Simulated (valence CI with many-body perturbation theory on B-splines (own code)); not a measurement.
# E1 line list for Br II

Method: relativistic CI+MBPT: six valence electrons over a frozen Dirac-Fock core [Ar] 3d10, radial functions for each j: 9 s, 9 p, 8 d, 6 f, 3 g, 1 h, with the one-electron correlation potential Σ1, the two-electron term Σ2, the three-electron term Σ3, Breit, model QED; selected CI, second order for the rest, scaled by the run's own slope (own B-spline code, finite nucleus).

Set against measurement, 28 paired levels are off by 346 cm⁻¹ on average, the worst by 547. These come from a selection out of the NIST Handbook of Basic Atomic Spectroscopic Data. Levels without a partner in it may be off by more. Among the levels kept, up to 1600 cm⁻¹ of a level comes from second order outside the variational space, and about a tenth of that is noise between levels of different J, which matters for small intervals.

Lines 101 to 137 of 137 in falling wavelength, among levels below 119788 cm⁻¹, chosen from the strongest by gf and those to the six lowest levels. Wavelengths and rates use the calculated energies, so an error of 300 cm⁻¹ moves a line at 1019 Å by 0.31 % and its rate by three times that or more. Electric multipoles are in the length gauge, E1 and E2 with the static RPA response of the core. Weak lines are less certain than strong ones. Lines between different terms over intervals too small for the method are left out, as are lines whose strength nearly cancels and 1 of this kind that miss the measured wavelength by over 7 %. Where a level lies close to another of its J and parity, the split of strength between their lines is uncertain. The highest levels of a list are the least certain.

Names give the largest LS component (configuration and term), which can be under half, so a name can repeat, a term be missing and a line seem to break the LS rules; names also repeat where a configuration has a term twice.

```csv
λ vac (Å),λ from measured levels,Upper,Lower,A (s⁻¹),S (a.u.) with core polarisation,S without
1019,1016,4s2 4p3 5s 3S°_1,4s2 4p4 3P_2,1.19e+09,1.86e+00,1.80e+00
1016,1012,4s 4p5 3P°_1,4s2 4p4 3P_2,1.22e+08,1.90e-01,2.11e-01
1009,1006,4s2 4p3 4d 3D°_2,4s2 4p4 1D_2,2.79e+08,7.08e-01,6.84e-01
1001,996.9,4s2 4p3 4d 5D°_1,4s2 4p4 3P_0,3.30e+05,4.90e-04,7.09e-04
1001,997.0,4s2 4p3 4d 3D°_1,4s2 4p4 1D_2,3.19e+06,4.74e-03,5.40e-03
1000,996.4,4s2 4p3 4d 3D°_3,4s2 4p4 1D_2,1.22e+07,4.23e-02,4.19e-02
995.4,990.7,4s2 4p3 4d 5D°_2,4s2 4p4 3P_1,5.53e+05,1.35e-03,1.17e-03
994.7,990.0,4s2 4p3 4d 5D°_1,4s2 4p4 3P_1,4.57e+06,6.66e-03,7.37e-03
994.7,991.6,4s2 4p3 5s 1D°_2,4s2 4p4 1D_2,1.10e+09,2.67e+00,2.60e+00
994.4,989.5,4s2 4p3 4d 5D°_0,4s2 4p4 3P_1,1.04e+07,5.04e-03,5.99e-03
991.5,987.7,4s2 4p3 4d 1P°_1,4s2 4p4 1D_2,4.04e+07,5.82e-02,4.09e-02
966.0,961.2,4s2 4p3 4d 5D°_3,4s2 4p4 3P_2,7.37e+06,2.30e-02,2.33e-02
965.5,960.8,4s2 4p3 4d 5D°_2,4s2 4p4 3P_2,9.66e+06,2.15e-02,2.31e-02
964.8,960.2,4s2 4p3 4d 5D°_1,4s2 4p4 3P_2,6.25e+06,8.31e-03,9.31e-03
950.4,,4s2 4p3 4d 3F°_2,4s2 4p4 1D_2,6.81e+06,1.44e-02,1.43e-02
949.0,947.1,4s2 4p3 5s 3D°_1,4s2 4p4 3P_0,4.84e+07,6.12e-02,5.63e-02
943.7,,4s2 4p3 4d 3F°_3,4s2 4p4 1D_2,6.04e+06,1.75e-02,1.80e-02
942.9,940.9,4s2 4p3 5s 3D°_1,4s2 4p4 3P_1,1.77e+08,2.20e-01,2.11e-01
940.8,938.6,4s2 4p3 5s 3D°_2,4s2 4p4 3P_1,6.76e+07,1.39e-01,1.29e-01
925.1,922.6,4s2 4p3 4d 3D°_2,4s2 4p4 3P_1,2.70e+08,5.27e-01,5.28e-01
924.0,921.2,4s2 4p3 4d 3D°_1,4s2 4p4 3P_0,4.15e+08,4.85e-01,4.87e-01
918.2,915.3,4s2 4p3 4d 3D°_1,4s2 4p4 3P_1,4.68e+08,5.36e-01,5.38e-01
916.0,913.9,4s2 4p3 5s 3D°_1,4s2 4p4 3P_2,1.66e+07,1.89e-02,1.82e-02
915.8,913.2,4s2 4p3 4d 1P°_1,4s2 4p4 3P_0,8.10e+05,9.21e-04,9.95e-04
914.0,911.8,4s2 4p3 5s 3D°_2,4s2 4p4 3P_2,1.50e+08,2.83e-01,2.71e-01
912.9,910.8,4s2 4p3 5s 1D°_2,4s2 4p4 3P_1,2.78e+08,5.22e-01,5.19e-01
910.2,907.4,4s2 4p3 4d 1P°_1,4s2 4p4 3P_1,7.00e+05,7.81e-04,1.03e-03
908.5,906.0,4s2 4p3 5s 3D°_3,4s2 4p4 3P_2,1.59e+08,4.13e-01,3.86e-01
899.2,896.7,4s2 4p3 4d 3D°_2,4s2 4p4 3P_2,5.36e+08,9.61e-01,9.61e-01
892.7,889.8,4s2 4p3 4d 3D°_1,4s2 4p4 3P_2,5.86e+07,6.17e-02,6.27e-02
892.3,889.2,4s2 4p3 4d 3D°_3,4s2 4p4 3P_2,9.63e+08,2.36e+00,2.37e+00
887.6,885.5,4s2 4p3 5s 1D°_2,4s2 4p4 3P_2,5.33e+05,9.20e-04,1.30e-03
885.1,882.3,4s2 4p3 4d 1P°_1,4s2 4p4 3P_2,9.21e+04,9.45e-05,1.36e-04
875.5,,4s2 4p3 4d 3F°_2,4s2 4p4 3P_1,1.50e+07,2.48e-02,2.55e-02
871.5,,4s2 4p3 4d 1S°_0,4s2 4p4 3P_1,8.67e+04,2.83e-05,1.22e-05
852.2,,4s2 4p3 4d 3F°_2,4s2 4p4 3P_2,1.83e+07,2.80e-02,2.87e-02
846.8,,4s2 4p3 4d 3F°_3,4s2 4p4 3P_2,3.85e+07,8.07e-02,8.31e-02
```
